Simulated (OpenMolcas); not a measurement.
Tb2+ among 6 point charges of -1 e arranged as a trigonal prism (D3h), with a polar angle of 52.5° against the regular 49.1°.

| Property | Result |
| --- | --- |
| Program | OpenMolcas 26.06 |
| Method | CASSCF |
| Basis | ANO-RCC-VDZP [7s6p4d2f1g] |
| Scalar Hamiltonian | DKH2, point nucleus |
| Active space | 9 electrons in 7 orbitals (4f) |
| State averaging | 2S+1 = 6 odd, 21 roots; 2S+1 = 4 odd, 128 roots kept (CI in the orbitals of an earlier block, 108 in the spin-orbit step); 2S+1 = 2 odd, 130 roots kept (CI in the orbitals of an earlier block, 40 in the spin-orbit step) |
| Spin-orbit coupling | RASSI with atomic mean-field integrals over the reference wave functions |

All point charges move together. At R = 2.38 Å the width of the lowest J multiplet is 377 cm-1, and at R = 2.8 Å it is 202 cm-1.

**Question.** A third run gives 315 cm-1. What distance was it run at?

**Answer.** With a power law R^-n the two known points give n = -ln(202 / 377) / ln(2.8 / 2.38) = 3.84. Then R = 2.38 × (377 / 315)^(1/3.84) = 2.494 Å. The run was at 2.49 Å, so the estimate is off by +0.004 Å.

High states are left out of the spin-orbit mixing, which shifts the levels that they would mix with. Point charges carry no covalency, so the field is a model and not that of real ligands. No measured value stands beside these numbers.
